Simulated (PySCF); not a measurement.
C3H7NSi2, SMILES C=C1N=C[SiH2][SiH2]1.

Geometry: r2SCAN-D4/def2-SVP. This is a generated structure with no PubChem entry under its InChIKey; it may be hypothetical.

Two levels are set side by side: PBE/def2-TZVP (PySCF) and M06-2X/def2-TZVP (PySCF). Same geometry, gas phase. Differences are taken from unrounded values.

```json
[
 {"quantity": "orbital gap (eV)", "PBE": "2.99"},
 {"quantity": "highest occupied level (eV)", "PBE": "-5.63"},
 {"quantity": "lowest empty level (eV)", "PBE": "-2.64"},
 {"quantity": "dipole moment (D)", "PBE": "0.71"},
 {"quantity": "mean polarisability (bohr³)", "PBE": "105.0"}
]
```

Q: These are the PBE values. What does M06-2X give? (An estimate is asked for; the answer gives what the named calculation found.)

A: 
```tsv
quantity	M06-2X	PBE minus M06-2X
orbital gap (eV)	7.30	-4.31
highest occupied level (eV)	-7.99	2.36
lowest empty level (eV)	-0.69	-1.95
dipole moment (D)	1.24	-0.53
mean polarisability (bohr³)	99.9	5.1
```

PBE's occupied levels lie high since its potential decays too fast outside the molecule; exact exchange lowers them and widens the gap. Loosely held outer electrons make PBE densities more polarisable. Differences between two approximate levels are no errors against the true value.

Rough cost on one machine, each run with all the roots and properties that it gave: M06-2X against PBE about 3 times.
